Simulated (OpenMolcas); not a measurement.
Cr2+: ligand-field states by method

Cr2+ with its 6 nearest fluoride ions at 2.134 Å, on the Y site of Cs2NaYF6 (a = 9.075 Å, distance in the model lattice 2.178 Å). The rest of the host is ab initio model potentials to 7.6 Å, with orthogonalisation functions on the cations behind the ligands, and point charges beyond; the distance is set by hand and nothing relaxes, and no local charge compensation is placed. Ligand basis ANO-RCC-VDZP.
```
Cr    0.0000    0.0000    0.0000
F     2.1340    0.0000    0.0000
F     0.0000    2.1340    0.0000
F    -2.1340    0.0000    0.0000
F     0.0000   -2.1340    0.0000
F     0.0000    0.0000    2.1340
F     0.0000    0.0000   -2.1340
```

```yaml
Program: OpenMolcas
Basis: ANO-RCC-VTZP [6s5p3d2f1g]
Scalar_Hamiltonian: DKH2, point nucleus
Active_space: 4 electrons in 5 orbitals (3d)
State_averaging: 2S+1 = 5 even, 5 roots; 2S+1 = 3 even, 45 roots; 2S+1 = 1 even, 50 roots
Spin-orbit_coupling: RASSI with atomic mean-field integrals over the reference wave functions
```

I. CASSCF
II. SS-CASPT2, IPEA 0.25 Eh, imaginary shift 0.1 Eh (closed shells correlated: 3s 3p and the ligand valence shells)

Spin-free states (labels of O, the rotations of Oh) in cm-1, each column counted from its own energy of the first state listed:

```tsv
State	Degeneracy	I	II
5E	2	0	0
5T2	3	7826	8890
3T1	3	14098	10800
3E	2	20068	16660
3T1	3	20834	16310
3T2	3	21514	17140
3A2	1	23336	18460
1T2	3	24003	18370
3A1	1	24147	19050
1E	2	24830	19480
3E	2	27405	22250
3T1	3	27623	24860
3T2	3	28887	26070
1A1	1	28939	21610
1A2	1	29896	24660
1T2	3	30117	24330
3T1	3	30192	27330
1T1	3	31582	25330
3T2	3	34609	30940
3E	2	35383	29640
```

From I to II, I's first state of the same spin (5T2) moves from 7826 to 8890 cm-1, by about +1100 cm-1.

From I to II, I's first state of another spin (3T1) moves from 14098 to 10800 cm-1, by about -3300 cm-1.

χT at 300 K: I 2.95, II 2.96 cm3 K/mol.

Roots that are degenerate in the reference are averaged as groups; the widest CASPT2 spread within a group is 150 cm-1 (the 2-fold group of multiplicity 1 near 28100 cm-1 above the lowest state of its run, II). Shifts and gaps below about the spread of the groups concerned are not significant. Over all roots computed the reference weight is 0.71 to 0.73 in II; a low but even weight reflects the number of correlated electrons. An orbital doublet at a regular site is open to a Jahn-Teller distortion, which this geometry leaves out. Ligand-to-metal charge-transfer states are missing. With no ligand orbital active B as a rule stays too high, so bands that hang on it stand too high and its fall with covalency is understated. Without dynamic correlation the repulsion within the d shell is too large (B by tens of per cent), so at a given field states of lower spin stand too high (holds for I). With metal d orbitals alone and no dynamic correlation 10Dq can be off by a tenth to a fifth, either way, in oxide and fluoride hosts (holds for I). These CASPT2 states fit no ligand-field parameters well, so their order and spin gaps are uncertain (holds for II). With one d shell and no ligand orbital active, 10Dq can be off by tens of per cent for divalent 3d ions, low with halides held by bare charges and at times high in hosts (holds for II). Free-ion shares, where given, are those of the reference states; single-state CASPT2 does not remix them (holds for II). No measured value stands beside these numbers; the geometry was set by hand and not optimised.
